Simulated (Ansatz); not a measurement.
Born–Oppenheimer molecular dynamics of Cl3FGeH2 (7 atoms, charge 0, multiplicity 1). It starts at the highest image of a converged band. Of that band: Neighbouring images differ by up to 1.4 eV, so the band resolves the path poorly. A vibrational analysis at the climbing image gives one clearly imaginary mode, 1154i cm⁻¹: a first-order saddle point.

Theory: RKS PBE0/def2-SVP in Ansatz.

* ensemble: NVE (velocity Verlet)
* time step: 0.5 fs
* steps asked: 200
* starting velocities drawn for: 100 K
* seed: 2904

Frames 1 fs apart, positions in Å.

Velocities at 30.0 fs (Å/ps):

```
Ge 4.23 -1.98 -0.92
H 5.78 0.10 -0.05
Cl 1.50 1.81 -2.31
Cl -0.31 0.38 0.44
Cl -1.38 -0.41 -0.15
F -13.27 4.59 5.17
H -53.36 -6.30 39.97
```

```xyz
7
Properties=species:S:1:pos:R:3 time_fs=30.0 energy_less_start_eV=-0.501 T=876
Ge -0.302 -0.058 -0.077
H 0.102 -0.318 1.345
Cl 1.810 -0.095 -0.493
Cl -0.885 1.743 -1.053
Cl -1.073 -1.880 -0.857
F -1.941 0.190 1.151
H -1.366 -0.052 1.921
7
Properties=species:S:1:pos:R:3 time_fs=31.0 energy_less_start_eV=-0.566 T=976
Ge -0.297 -0.060 -0.078
H 0.108 -0.318 1.350
Cl 1.811 -0.093 -0.495
Cl -0.885 1.744 -1.053
Cl -1.075 -1.880 -0.857
F -1.955 0.194 1.156
H -1.426 -0.056 1.953
7
Properties=species:S:1:pos:R:3 time_fs=32.0 energy_less_start_eV=-0.669 T=1135
Ge -0.293 -0.062 -0.079
H 0.114 -0.317 1.365
Cl 1.813 -0.091 -0.498
Cl -0.886 1.744 -1.052
Cl -1.076 -1.881 -0.857
F -1.968 0.199 1.163
H -1.498 -0.054 1.968
7
Properties=species:S:1:pos:R:3 time_fs=33.0 energy_less_start_eV=-0.754 T=1264
Ge -0.288 -0.064 -0.080
H 0.119 -0.314 1.387
Cl 1.815 -0.089 -0.501
Cl -0.886 1.744 -1.052
Cl -1.078 -1.881 -0.858
F -1.983 0.203 1.172
H -1.577 -0.050 1.973
7
Properties=species:S:1:pos:R:3 time_fs=34.0 energy_less_start_eV=-0.779 T=1305
Ge -0.283 -0.066 -0.081
H 0.120 -0.309 1.410
Cl 1.817 -0.088 -0.504
Cl -0.887 1.745 -1.051
Cl -1.079 -1.882 -0.858
F -1.998 0.208 1.180
H -1.656 -0.045 1.977
7
Properties=species:S:1:pos:R:3 time_fs=35.0 energy_less_start_eV=-0.804 T=1345
Ge -0.278 -0.068 -0.082
H 0.117 -0.302 1.433
Cl 1.820 -0.086 -0.507
Cl -0.887 1.745 -1.051
Cl -1.081 -1.882 -0.859
F -2.014 0.212 1.188
H -1.730 -0.045 1.996
7
Properties=species:S:1:pos:R:3 time_fs=36.0 energy_less_start_eV=-0.872 T=1448
Ge -0.272 -0.070 -0.083
H 0.110 -0.292 1.451
Cl 1.823 -0.084 -0.511
Cl -0.888 1.745 -1.050
Cl -1.083 -1.882 -0.859
F -2.032 0.218 1.195
H -1.797 -0.051 2.034
7
Properties=species:S:1:pos:R:3 time_fs=37.0 energy_less_start_eV=-0.917 T=1518
Ge -0.267 -0.073 -0.084
H 0.098 -0.279 1.463
Cl 1.826 -0.082 -0.514
Cl -0.889 1.746 -1.050
Cl -1.085 -1.883 -0.860
F -2.050 0.224 1.202
H -1.861 -0.061 2.081
7
Properties=species:S:1:pos:R:3 time_fs=38.0 energy_less_start_eV=-0.926 T=1532
Ge -0.261 -0.075 -0.084
H 0.082 -0.263 1.467
Cl 1.829 -0.081 -0.518
Cl -0.890 1.746 -1.049
Cl -1.087 -1.883 -0.860
F -2.069 0.229 1.209
H -1.925 -0.068 2.121
7
Properties=species:S:1:pos:R:3 time_fs=39.0 energy_less_start_eV=-0.958 T=1583
Ge -0.255 -0.077 -0.085
H 0.061 -0.245 1.463
Cl 1.832 -0.079 -0.522
Cl -0.890 1.746 -1.048
Cl -1.089 -1.884 -0.861
F -2.089 0.235 1.217
H -1.992 -0.071 2.143
7
Properties=species:S:1:pos:R:3 time_fs=40.0 energy_less_start_eV=-1.043 T=1714
Ge -0.248 -0.080 -0.085
H 0.037 -0.225 1.452
Cl 1.836 -0.077 -0.527
Cl -0.891 1.745 -1.048
Cl -1.091 -1.884 -0.862
F -2.109 0.240 1.227
H -2.060 -0.066 2.143
7
Properties=species:S:1:pos:R:3 time_fs=41.0 energy_less_start_eV=-1.136 T=1856
Ge -0.242 -0.082 -0.085
H 0.010 -0.203 1.435
Cl 1.840 -0.075 -0.531
Cl -0.892 1.745 -1.047
Cl -1.093 -1.884 -0.863
F -2.129 0.245 1.238
H -2.128 -0.057 2.125
```

Of the whole run (100 fs, mean temperature of the second half 2392 K): The conserved energy stayed within 0.23 meV per atom of its start (net change 0.1 meV per atom), so the integration is sound. The system heated up, since it started high on the potential surface and ran downhill. A run of 0.1 ps of so small a system gives no equilibrium averages. The orbitals stay closed-shell, which can raise the energy where a bond breaks towards radicals; this wasn't checked here.

Time of the run: 6.1 min on 4 threads of Intel(R) Xeon(R) Platinum 8259CL CPU @ 2.50GHz (Skylake/Cascade Lake), on a shared host, peak memory 0.31 GiB.
